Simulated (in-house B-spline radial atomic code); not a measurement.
The numbers below are computed, except where a source is named.
**Stopping of slow ions oscillates with Z: H to Al at r_s = 1.65**

A nucleus sits in a uniform electron gas with a rigid positive background. The Kohn-Sham equations are solved self-consistently in the spin-unpolarised LDA (PW92), non-relativistic, on B-splines with outgoing waves at the boundary and partial waves to l = 8. The model has no lattice, no bands and no magnetic solution. Atomic units; δ_l are the phase shifts at the Fermi level, counted so that each bound state adds π, and good to about 0.0005.

The density parameter is r_s = 1.65 bohr. The friction coefficient Q = n k_F σ_tr gives dE/dx = Q v for slow ions. Some elements are left out of the table, so an extreme may lie at one of them.

```csv
ion,δ0/π,δ1/π,δ2/π,δ3/π,σ_tr (bohr²),Q (a.u.)
H,0.291,0.046,0.010,0.002,4.75,0.2936
He,0.568,0.096,0.020,0.004,10.32,0.6380
Li,0.779,0.169,0.030,0.006,11.75,0.7261
Be,0.955,0.261,0.036,0.008,14.35,0.8869
B,1.112,0.365,0.040,0.009,18.55,1.1469
C,1.249,0.477,0.044,0.010,22.07,1.3643
N,1.368,0.590,0.049,0.012,22.51,1.3915
O,1.473,0.701,0.058,0.014,19.63,1.2135
F,1.572,0.806,0.071,0.016,15.19,0.9392
Ne,1.671,0.905,0.088,0.018,11.04,0.6826
Mg,1.877,1.093,0.127,0.021,6.97,0.4306
Al,1.981,1.187,0.148,0.022,7.92,0.4898
```

Problem. Where are the largest and smallest frictions, and what do the phase shifts say there?

Solution. Largest: N, Q = 1.3915; smallest: H, Q = 0.2936, a ratio of 4.7. For the largest δ1/π = 0.59: the p resonance is about half filled and sits at the Fermi level, where it scatters most. For the smallest, which lies at the edge of the table, the differences δ_l − δ_(l+1), measured from the nearest multiple of π, are 0.25π, 0.04π, 0.01π; σ_tr grows with the sines of these.

Problem. At equal speed, Lindhard and Scharff's formula, with silicon as an example target, scales as Z^(7/6)/(Z^(2/3) + 14^(2/3))^(3/2). How does its rise from the first ion to the last compare?

Solution. It rises smoothly by 0.5222/0.0563 = 9.28, while Q changes by 0.490/0.294 = 1.67. The statistical formula averages over shells, so it can't show the oscillation.
